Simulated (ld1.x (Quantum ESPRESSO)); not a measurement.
# Plane-wave convergence, RRKJ potential for gadolinium (Gd)

ld1.x (Quantum ESPRESSO) 7.5 input, shortened:

```
&input
   title='Gd', zed=64., rel=1, dft='REVPBE', iswitch=3,
   config='[Xe] 4f7 5d1 6s0 6p0'
 /
 &inputp
   pseudotype=2, tm=.false., lloc=0,
   nlcc=.true., new_core_ps=.true., rcore=1.25
 /
4
5P  2  1   6.00   0.00  2.45  2.45  0.0
5D  3  2   1.00   0.00  2.20  2.20  0.0
4F  4  3   7.00   0.00  1.25  1.25  0.0
5S  1  0   2.00   0.00  1.45  1.45  0.0
 &test
   configts(1)='4f7 5s2 5p6 5d1 6s0 6p0'
 /
```

The pseudo-atom Hamiltonian at the reference potential is diagonalised in spherical Bessel functions j_l(qr) that vanish at 20 bohr, with q² up to the cutoff. All-electron valence levels (Ry): 5p -3.0089, 6p -0.7884, 5d -1.1085, 4f -1.6458, 5s -4.6646, 6s -1.0966.

Question: How do the lowest levels (Ry) of each channel move with the cutoff, and are there ghosts?

Answer:

```json
{"cutoff (Ry)": "8", "p #1": "-2.8828", "p #2": "-0.7681", "d #1": "-1.0331", "f #1": "-0.3330", "f #2": "-0.1813", "s #1": "-4.0140", "s #2": "-0.9923", "Σ f·Δε (mRy)": "11323.7"}
{"cutoff (Ry)": "15", "p #1": "-3.0086", "p #2": "-0.7896", "d #1": "-1.1046", "f #1": "-0.3368", "f #2": "-0.1842", "s #1": "-4.4065", "s #2": "-1.0509", "Σ f·Δε (mRy)": "9685.4"}
{"cutoff (Ry)": "21", "p #1": "-3.0088", "p #2": "-0.7910", "d #1": "-1.1074", "f #1": "-0.3379", "f #2": "-0.1850", "s #1": "-4.5964", "s #2": "-1.0892", "Σ f·Δε (mRy)": "9294.1"}
{"cutoff (Ry)": "35", "p #1": "-3.0089", "p #2": "-0.7932", "d #1": "-1.1085", "f #1": "-0.3393", "f #2": "-0.1862", "s #1": "-4.6300", "s #2": "-1.0995", "Σ f·Δε (mRy)": "9215.3"}
{"cutoff (Ry)": "50", "p #1": "-3.0089", "p #2": "-0.7934", "d #1": "-1.1086", "f #1": "-0.3408", "f #2": "-0.1874", "s #1": "-4.6514", "s #2": "-1.1018", "Σ f·Δε (mRy)": "9161.8"}
{"cutoff (Ry)": "60", "p #1": "-3.0090", "p #2": "-0.7934", "d #1": "-1.1086", "f #1": "-0.3433", "f #2": "-0.1895", "s #1": "-4.6602", "s #2": "-1.1033", "Σ f·Δε (mRy)": "9126.9"}
{"cutoff (Ry)": "90", "p #1": "-3.0090", "p #2": "-0.7935", "d #1": "-1.1086", "f #1": "-0.8901", "f #2": "-0.3158", "s #1": "-4.6633", "s #2": "-1.1041", "Σ f·Δε (mRy)": "5292.8"}
{"cutoff (Ry)": "120", "p #1": "-3.0090", "p #2": "-0.7935", "d #1": "-1.1086", "f #1": "-1.6090", "f #2": "-0.3249", "s #1": "-4.6644", "s #2": "-1.1042", "Σ f·Δε (mRy)": "258.1"}
{"cutoff (Ry)": "180", "p #1": "-3.0090", "p #2": "-0.7935", "d #1": "-1.1086", "f #1": "-1.6446", "f #2": "-0.3251", "s #1": "-4.6646", "s #2": "-1.1042", "Σ f·Δε (mRy)": "8.6"}
{"cutoff (Ry)": "230", "p #1": "-3.0090", "p #2": "-0.7935", "d #1": "-1.1086", "f #1": "-1.6456", "f #2": "-0.3251", "s #1": "-4.6646", "s #2": "-1.1042", "Σ f·Δε (mRy)": "1.4"}
{"cutoff (Ry)": "350", "p #1": "-3.0090", "p #2": "-0.7935", "d #1": "-1.1086", "f #1": "-1.6458", "f #2": "-0.3251", "s #1": "-4.6646", "s #2": "-1.1042", "Σ f·Δε (mRy)": "0.1"}
{"cutoff (Ry)": "400", "p #1": "-3.0090", "p #2": "-0.7935", "d #1": "-1.1086", "f #1": "-1.6458", "f #2": "-0.3251", "s #1": "-4.6646", "s #2": "-1.1042", "Σ f·Δε (mRy)": "0.0"}
```

Result: no extra level below or beside the all-electron valence levels (p, d, f, s tested); 10 mRy is reached at 180 Ry and 1 mRy at 260 Ry.
